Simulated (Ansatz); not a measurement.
Coupled-cluster diagnostics for Cu3H3⁻, Ansatz.

Geometry of the doublet (PBE0-D4/def2-SVPD):

Cartesian coordinates in Å:
```
Cu 0.252 -0.593 -0.252
Cu 1.959 -2.291 0.181
Cu -1.257 1.305 0.265
H -1.405 2.835 0.428
H 1.728 -0.949 -0.746
H -1.277 -0.308 0.124
```

Correlated methods freeze 27 core orbitals. The structure comes from a short search, and lower isomers may exist.

Geometry of the charge -1 quartet (PBE0-D4/def2-SVPD):

Cartesian coordinates in Å:
```
Cu -0.077 -0.544 -0.293
Cu -1.553 -1.554 -1.931
Cu 0.152 1.017 1.590
H 1.188 2.171 1.579
H -0.306 -1.994 -0.947
H 0.596 0.905 0.002
```

(1) Estimate the CCSD(T) correlation energy, the shares of MP2 and (T), T1 and the reference's ⟨S²⟩ for: charge -1, doublet, own geometry in def2-SVPD; charge -1, quartet, own geometry in def2-SVPD; and the rough time on 4 threads of Arm Neoverse V2 on a shared host.

Results:

(1) 
```
                           state      basis  correlation (eV)  MP2 share (%)  (T) share (%)     T1  ⟨S²⟩ (pure)  wall time   remarks
charge -1, doublet, own geometry  def2-SVPD           -26.901          105.2            5.4  0.033  0.75 (0.75)       47 s         –
charge -1, quartet, own geometry  def2-SVPD           -25.678           99.8            5.0  0.062  3.77 (3.75)       55 s  large T1
```
Customary marks for T1 are 0.02 (closed shells), 0.045 (open shells) and about 0.05 (3d metals). T1 exceeds 0.02 in 2 of 2 rows and 0.045 in 1; the higher it lies, the less the single-reference result can be trusted.
